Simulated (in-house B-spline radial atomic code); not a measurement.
## RPA and G0W0 on BLYP: the indium ion In⁺

Configuration [Kr] 4d10 5s2, mean-field start BLYP. Computed with a B-spline radial code for spherical atoms: all electrons, scalar-relativistic (spin-free one-electron X2C), finite nucleus, each spin shell either full or empty, empty states to l = 9 with an (l + 1/2)⁻⁴ tail; G0W0 by contour deformation at full frequency.

Command:
```bash
python run_gw.py task.json out
```
Settings (radii: box in bohr, nucleus in fm):
```
Z                        49
electrons                48
configuration            [Kr] 4d10 5s2
hamiltonian              x2c
method                   b88,lyp
lmax                     9
rms_radius               4.6156
spin_polarised           False
box_radius               23.78
intervals                70
ion_configuration        [Kr] 4d10 5s1
```

Run time, properties included: 8.3 s on 1 thread of Arm Neoverse V2, with other jobs on the host.

Energies (hartree):

```tsv
term	value
mean-field total	-5881.01305
Hartree-Fock functional on these orbitals	-5878.08707
direct second order	-4.4253
second-order exchange	1.2192
SOSEX correction	1.1133
```

Problem. What is the RPA correlation energy, and what remains with SOSEX?

Solution. RPA gives -3.7983 hartree (-2.15 eV per electron); RPA + SOSEX gives -2.6849, and the second-order doubles -3.2061 hartree (no singles). SOSEX takes back 29 % of the RPA value.

Quasi-particle levels (eV):

| level | occupied | mean field | Σx - vxc | Σc | QP weight | G0W0 |
| --- | --- | --- | --- | --- | --- | --- |
| 5s | yes | -14.944 | -2.43 | ? | ? | ? |
| 5p | no | -8.488 | 3.94 | -1.30 | 0.929 | -5.849 |

G0W0 = mean field + (Σx - vxc) + Σc, with Σc (partial-wave tail included) taken at the quasi-particle energy. Only the outer levels were computed. Levels of low weight are left out.

Problem. Where does G0W0 put 5s?

Solution. At -19.210 eV, with Σc = -1.84 eV and a quasi-particle weight of 0.914. The tabulated removal energy is 18.870 eV (NIST, measured); the calculation leaves out spin-orbit coupling, Breit and QED terms, and what these don't explain is the method's own error.

Problem. What does it cost to remove one electron (to [Kr] 4d10 5s1) by differences of total energies, each species on its own start (correlation terms add to the Hartree-Fock functional)?

Solution. BLYP 19.107 eV, Hartree-Fock functional 16.954 eV, + RPA 19.290 eV, + RPA + SOSEX 18.739 eV, + second order 20.401 eV. Tabulated: 18.870 eV (NIST, measured); the calculation leaves out spin-orbit coupling, Breit and QED terms, and what these don't explain is the method's own error.
